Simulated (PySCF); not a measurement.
# How methods differ on the excitation energy of Ar

Ar [Ar] (1S) → Ar [Ne] 3s2 3p5 4s1 (3P), as a difference of total energies. Calculation: PySCF 2.14, in aug-cc-pV(T+d)Z with one added diffuse shell each of s, p, d, f type (7s6p5d3f, 71 functions); no relativity, point nucleus. Correlated levels: valence: [Ne] frozen. The calculations carry no spin-orbit coupling.

| method | excitation energy (eV) |
| --- | --- |
| UHF | 10.688 |
| LDA | 11.599 |
| PBE | 11.399 |
| PBE0 | 11.483 |
| r2SCAN | 11.658 |
| BHandHLYP | 11.465 |
| MN15 | 11.700 |
| r2SCANh | 11.637 |
| B2PLYP | 11.501 |
| MP2 (valence) | 11.595 |
| SCS-MP2 (valence) | 11.559 |

Question: How much does correlation contribute at MP2 (valence)?

Answer: 11.595 − (10.688) = 0.907 eV, measured against UHF.

A first-order spin-orbit estimate (lowest level to lowest level, LS coupling) adds -0.055 eV.

The promoted electron is Rydberg-like, and one or two diffuse shells describe it only roughly, which tends to raise the upper state.
